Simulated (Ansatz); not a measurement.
Geometry optimisation, RKS PBE0/STO-3G (Ansatz).

input.yaml

```yaml
crystal:
  periodic: [false, false, false]
  atoms:
    - { symbol: C, position_ang: [0.5351, -1.5926, -0.8343] }
    - { symbol: C, position_ang: [-0.6641, -0.7067, -0.2757] }
    - { symbol: B, position_ang: [-1.1823, 0.4365, -1.325] }
    - { symbol: C, position_ang: [-0.6593, 1.458, -0.1294] }
    - { symbol: C, position_ang: [-0.3059, 0.3173, 0.7744] }
    - { symbol: C, position_ang: [1.1577, 0.4341, 1.2435] }
    - { symbol: F, position_ang: [-1.1281, 0.2232, 1.8892] }
    - { symbol: H, position_ang: [0.1337, -2.1904, -1.656] }
    - { symbol: H, position_ang: [0.9175, -2.1746, -0.0069] }
    - { symbol: H, position_ang: [1.2935, -0.9145, -1.2556] }
    - { symbol: H, position_ang: [-1.5235, -1.3485, 0.0518] }
    - { symbol: H, position_ang: [-1.5849, 0.5035, -2.3822] }
    - { symbol: H, position_ang: [0.0464, 2.1435, -0.4592] }
    - { symbol: H, position_ang: [-1.6381, 2.0221, 0.2731] }
    - { symbol: H, position_ang: [1.8412, 0.5895, 0.3948] }
    - { symbol: H, position_ang: [1.2746, 1.2915, 1.9823] }
    - { symbol: H, position_ang: [1.4674, -0.4925, 1.7554] }
basis:
  gaussian: { orbitals: STO-3G }
hamiltonian:
  xc: pbe0
relax:
  f_tol: 0.02
  max_steps: 40
scf:
  lower_state_search: "off"
```

Command:

```bash
$ ansatz run input.yaml --threads 1 --pin off --max-ram 2048MiB --backend cpu --events-out ev --progress --plain --runs-dir out
```

**Question.** Where does it end, and by what steps?

**Answer.** The run converged. Limits of this set-up: minimal basis. After 12 steps the energy has fallen by 1.180 eV; H12 moved furthest, 0.89 Å.

```tsv
step	energy less start (eV)	largest force component (eV/Å)	accepted
0	0.0000	7.257	yes
1	-0.9590	1.788	yes
2	-1.0681	0.434	yes
3	-1.0823	0.207	yes
4	-1.0959	0.206	yes
5	-1.1138	0.417	yes
6	-1.1277	0.360	yes
7	-1.1468	0.324	yes
8	-1.1608	0.386	yes
9	-1.1754	0.262	yes
10	-1.1776	0.182	yes
11	-1.1792	0.090	yes
12	-1.1797	0.015	yes
```

```xyz
17
Properties=species:S:1:pos:R:3
C 0.380 -1.825 -0.724
C -0.591 -0.680 -0.384
B -0.818 0.599 -1.279
C -0.959 1.520 -0.010
C -0.278 0.341 0.807
C 1.244 0.586 1.032
F -0.890 0.027 2.020
H 0.017 -2.381 -1.599
H 0.468 -2.529 0.115
H 1.383 -1.446 -0.957
H -1.586 -1.106 -0.152
H -0.749 0.808 -2.431
H -0.475 2.504 0.033
H -2.008 1.634 0.305
H 1.735 0.848 0.086
H 1.389 1.411 1.741
H 1.722 -0.314 1.439
```

Time of the run: 48 s on 1 thread of Arm Neoverse V1, on a shared host, peak memory 0.12 GiB.
